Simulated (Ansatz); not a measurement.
One change: `F[SiH2][GeH3]` becomes `Cl[SiH2][GeH3]`.

Ansatz, PBE0-D4/def2-TZVP geometries, multiplicity 1. 

Scalar relativity is left out up to krypton.

| property | `F[SiH2][GeH3]` |
| --- | --- |
| ideal-gas entropy at 298 K and 1 bar (rigid rotor, harmonic PBE0-D4/def2-TZVP) / J/(mol·K) | 325 |
| HOMO–LUMO gap (PBE/def2-TZVPP) / eV | 5.77 |
| HOMO energy (PBE/def2-TZVPP) / eV | -7.15 |
| LUMO energy (ωB97M-V/def2-TZVPP) / eV | 1.25 |
| LUMO energy (PBE/def2-TZVPP) / eV | -1.38 |
| HOMO–LUMO gap (B3LYP/def2-TZVPP) / eV | 7.41 |

(1) What does the change do to each property? (Estimate.)

Results:

(1) Ansatz gave: 
```json
{"property": "ideal-gas entropy at 298 K and 1 bar (rigid rotor, harmonic PBE0-D4/def2-TZVP) / J/(mol·K)", "`Cl[SiH2][GeH3]`": "336", "shift": "11"}
{"property": "HOMO–LUMO gap (PBE/def2-TZVPP) / eV", "`Cl[SiH2][GeH3]`": "5.69", "shift": "-0.08"}
{"property": "HOMO energy (PBE/def2-TZVPP) / eV", "`Cl[SiH2][GeH3]`": "-6.99", "shift": "0.16"}
{"property": "LUMO energy (ωB97M-V/def2-TZVPP) / eV", "`Cl[SiH2][GeH3]`": "1.39", "shift": "0.14"}
{"property": "LUMO energy (PBE/def2-TZVPP) / eV", "`Cl[SiH2][GeH3]`": "-1.30", "shift": "0.08"}
{"property": "HOMO–LUMO gap (B3LYP/def2-TZVPP) / eV", "`Cl[SiH2][GeH3]`": "7.32", "shift": "-0.09"}
```

With PBE0 the HOMO rises by 0.18 eV and the LUMO rises by 0.09 eV, so the gap narrows by about 0.09 eV. PBE moves the HOMO by 0.16 eV and ωB97M-V by 0.19 eV.

B3LYP here is the variant with VWN-RPA as its local correlation; programs differ in this.
